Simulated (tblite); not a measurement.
Compound: C₇H₁₀BBr.
Numbering: `[CH:1]#[C:2][CH:3]1[CH2:4][CH2:5][B:6]([Br:7])[CH2:8][CH2:9]1` (hydrogens: H10 on C1; H11 on C3; H12, H13 on C4; H14, H15 on C5; H16, H17 on C8; H18, H19 on C9)

Computed with GFN2-xTB (tblite), gas phase: L-BFGS steps from a force-field or distance-geometry start until the largest atomic force falls under 0.01 eV/Å.

At the end of the run (lengths in Å): B6–Br7 1.884, C3–C9 1.535, C4–C5 1.535, C3–C4 1.535, C4–H13 1.093, C3–H11 1.098, C5–H15 1.094, C1–C2–C3 179.0°, C4–C3–C9 110.5°, C5–B6–C8 120.2°, C4–C5–B6 114.0°, C2–C3–C4–C5 174°, C3–C4–C5–B6 42°, C4–C5–B6–Br7 163°, H14–C5–C4–C3 -77°, H12–C4–C5–B6 164°.

**Question.** These geometries were met on the way; a selection of coordinates is given. Order them by energy above the end point, lowest first.
A. B6–Br7 1.906, C3–C9 1.542, C4–C5 1.537, C3–C4 1.541, C4–H13 1.088, C3–H11 1.097, C5–H15 1.098, C1–C2–C3 179.5°, C4–C3–C9 116.4°, C5–B6–C8 113.7°, C4–C5–B6 111.2°, C2–C3–C4–C5 -142°, C3–C4–C5–B6 -29°, C4–C5–B6–Br7 -138°, H14–C5–C4–C3 -157°, H12–C4–C5–B6 91°
B. B6–Br7 1.987, C3–C9 1.478, C4–C5 1.485, C3–C4 1.492, C4–H13 1.134, C3–H11 1.129, C5–H15 1.124, C1–C2–C3 179.9°, C4–C3–C9 117.6°, C5–B6–C8 114.1°, C4–C5–B6 107.9°, C2–C3–C4–C5 -141°, C3–C4–C5–B6 -31°, C4–C5–B6–Br7 -141°, H14–C5–C4–C3 -156°, H12–C4–C5–B6 94°
C. B6–Br7 1.871, C3–C9 1.541, C4–C5 1.541, C3–C4 1.545, C4–H13 1.093, C3–H11 1.094, C5–H15 1.094, C1–C2–C3 172.5°, C4–C3–C9 115.9°, C5–B6–C8 116.5°, C4–C5–B6 113.3°, C2–C3–C4–C5 -147°, C3–C4–C5–B6 -24°, C4–C5–B6–Br7 -134°, H14–C5–C4–C3 -154°, H12–C4–C5–B6 95°
D. B6–Br7 1.882, C3–C9 1.534, C4–C5 1.547, C3–C4 1.540, C4–H13 1.091, C3–H11 1.097, C5–H15 1.098, C1–C2–C3 178.6°, C4–C3–C9 111.4°, C5–B6–C8 120.6°, C4–C5–B6 116.3°, C2–C3–C4–C5 -167°, C3–C4–C5–B6 0°, C4–C5–B6–Br7 -161°, H14–C5–C4–C3 -128°, H12–C4–C5–B6 121°
E. B6–Br7 1.884, C3–C9 1.536, C4–C5 1.548, C3–C4 1.545, C4–H13 1.091, C3–H11 1.097, C5–H15 1.098, C1–C2–C3 170.2°, C4–C3–C9 112.8°, C5–B6–C8 118.2°, C4–C5–B6 112.5°, C2–C3–C4–C5 -151°, C3–C4–C5–B6 -21°, C4–C5–B6–Br7 -133°, H14–C5–C4–C3 -149°, H12–C4–C5–B6 101°

**Answer.** D (0.102 eV), E (0.171 eV), C (0.276 eV), A (0.458 eV), B (0.940 eV).

| step | E above end (eV) | rms distance from the end, all atoms (Å) | largest force (eV/Å) | rms shift of all bonds from the end (Å) |
| --- | --- | --- | --- | --- |
| 81 | 0.102 | 0.420 | 0.098 | 0.004 |
| 29 | 0.171 | 0.628 | 0.125 | 0.004 |
| 16 | 0.276 | 0.677 | 0.265 | 0.006 |
| 3 | 0.458 | 0.708 | 1.134 | 0.008 |
| 0 | 0.940 | 0.713 | 2.823 | 0.037 |

Rows stand in the order of the answer.
